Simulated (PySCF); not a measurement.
C5H9F, SMILES C[C@H](F)C1CC1. Geometry: B3LYP-D3(BJ)/def2-SVP. The structure was generated by enumeration; whether it is a known compound was not checked. One conformer was computed; it need not be the lowest.

The numbers are results of B3LYP-D3(BJ)/def2-SVP (PySCF), not measurements.

Harmonic wavenumbers (cm⁻¹): 87, 197, 240, 295, 354, 483, 499, 762, 820, 832, 905, 949, 965, 997, 1053, 1072, 1114, 1124, 1141, 1179, 1222, 1225, 1318, 1360, 1397, 1430, 1441, 1459, 1471, 1506, 3016, 3038, 3120, 3125, 3126, 3131, 3139, 3209, 3220. Rotational constants (GHz): 6.110, 2.581, 1.997; symmetry number 1.

Task: Work out the zero-point energy and the ideal-gas rigid-rotor harmonic-oscillator thermochemistry at 298.15 K and 1 atm.

Result: ZPE = ½ Σ hcν = ½ × 57022 cm⁻¹ = 81.52 kcal/mol. H − E(el) = 86.22 kcal/mol. Entropy in cal/(mol K): translation 39.34, rotation 26.73, vibration 13.29, total 79.36. G − E(el) = 62.56 kcal/mol. Cp = 25.78 cal/(mol K). Modes under 150 cm⁻¹ make the vibrational entropy uncertain.
